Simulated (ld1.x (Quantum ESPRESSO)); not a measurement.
# Which change was made? (Co, PAW)

cobalt (Co), PAW, made with ld1.x (Quantum ESPRESSO) 7.5 (BLYP, scalar-relativistic). Core [Ar], reference 3d7 4s2 4p0. Waves: 4s (bound): rcut 2.10, rcutus 2.35 bohr; 4s channel at 1.2 Ry: rcut 2.10, rcutus 2.35 bohr; 4p (bound, empty): rcut 2.15, rcutus 2.75 bohr; 4p channel at 0.2 Ry: rcut 2.15, rcutus 2.75 bohr; 3d (bound): rcut 1.25, rcutus 1.40 bohr; 3d channel at 1.75 Ry: rcut 1.25, rcutus 1.40 bohr. Local part: all-electron potential smoothed inside 1.85 bohr (lloc = -1). Core correction: a·sin(br)/r model core, default radius (ld1.x builds one for every PAW set, though the input has nlcc=.false.). Augmentation charge: PSQ, radius 1.05 bohr.

Cutoffs, loose and tight: the cutoffs (Ry, on a coarse ladder) from which the occupation-weighted sum of valence levels, in a spherical-Bessel basis at the reference potential, stays within 10 and 1 mRy of its value at 400 Ry. They do not see the model core or the augmentation charge, which bear on the density cutoff. Test errors are all-electron minus pseudo excitation energies from the reference, over the configurations 3d7 4s1 4p0; 3d7 4s0 4p0; 3d6 4s0 4p0; 3d7.5 4s1.5 4p0; 3d5 4s0 4p0; 3d7 4s0 4p1; 3d7 4s1 4p1; variants that change the core or the reference have their own tests. The largest error is taken over the tests solved by every variant that gives reliable tests at all, those not shown here included: 3d7 4s0 4p0; 3d7 4s0 4p1; 3d7 4s1 4p0; 3d7 4s1 4p1; 3d7.5 4s1.5 4p0.

The base gives: outcome: generated; cutoff, loose: 55 Ry; cutoff, tight: 90 Ry; bound ghosts: none; largest test error (meV): +23.

After one change the result is: outcome: failed: new_paw_hamiltonian: negative rho. Which change was it?
A. all radii but the core radius scaled by about 0.89 (s 2.08, p 2.44, d 1.24 bohr, rcut 1.86/1.90/1.10); local potential all-electron potential smoothed inside 1.64 bohr (lloc = -1); augmentation PSQ, radius 0.92 bohr
B. all radii but the core radius scaled by about 0.74 (s 1.74, p 2.04, d 1.04 bohr, rcut 1.56/1.60/0.92); local potential all-electron potential smoothed inside 1.38 bohr (lloc = -1); augmentation PSQ, radius 0.78 bohr
C. all radii but the core radius scaled by about 1.40 (s 3.28, p 3.84, d 1.96 bohr, rcut 2.92/3.00/1.74); local potential all-electron potential smoothed inside 2.58 bohr (lloc = -1); augmentation PSQ, radius 1.46 bohr

B. The others give: all radii but the core radius scaled by about 1.40 (s 3.28, p 3.84, d 1.96 bohr, rcut 2.92/3.00/1.74); local potential all-electron potential smoothed inside 2.58 bohr (lloc = -1); augmentation PSQ, radius 1.46 bohr → outcome: generated; cutoff, loose: 30 Ry; cutoff, tight: 45 Ry; bound ghosts: none; largest test error (meV): -20 | all radii but the core radius scaled by about 0.89 (s 2.08, p 2.44, d 1.24 bohr, rcut 1.86/1.90/1.10); local potential all-electron potential smoothed inside 1.64 bohr (lloc = -1); augmentation PSQ, radius 0.92 bohr → outcome: generated; cutoff, loose: 70 Ry; cutoff, tight: 120 Ry; bound ghosts: none; largest test error (meV): +52.
